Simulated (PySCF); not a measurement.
CH3AlBr2O, SMILES C[O][Al]([Br])[Br]. Atoms are numbered in the order given.

```xyz
8

Al    -0.3917     0.0034     0.0000
Br     0.2450    -2.1337     0.0000
Br     1.1281     1.6499     0.0000
O     -2.0309     0.3572     0.0000
C     -2.8849     1.4572     0.0000
H     -3.5358     1.4347    -0.8903
H     -3.5358     1.4347     0.8903
H     -2.3401     2.4185     0.0000
```
Charge 0, spin multiplicity 1.

Geometry: PBE0-D3(BJ)/def2-SVP. The values are those of a single conformer.

Two levels are set side by side: PBE/pcSseg-1 (PySCF) and PBE0/pcSseg-1 (PySCF). GIAO shifts against H2O (¹⁷O), TMS (¹H), TMS (¹³C) at the same level; non-relativistic, no solvent, atoms listed together averaged. Without spin–orbit terms, shifts of atoms bonded to Cl or Br come out too high at both levels. Differences are taken from unrounded values.

```csv
quantity,PBE0
δ(¹⁷O) of O4 (ppm),54.1
δ(¹³C) of C5 (ppm),56.6
```

### Question
What does PBE give, and how far is it from PBE0? (Estimate from the structure and the level; the computed values follow.)

### Answer

| quantity | PBE | PBE minus PBE0 |
|---|---|---|
| δ(¹⁷O) of O4 (ppm) | 76.8 | 22.7 |
| δ(¹³C) of C5 (ppm) | 58.7 | 2.1 |

Rough cost on one machine, each run with all the roots and properties that it gave: PBE0 against PBE within a factor of 2.
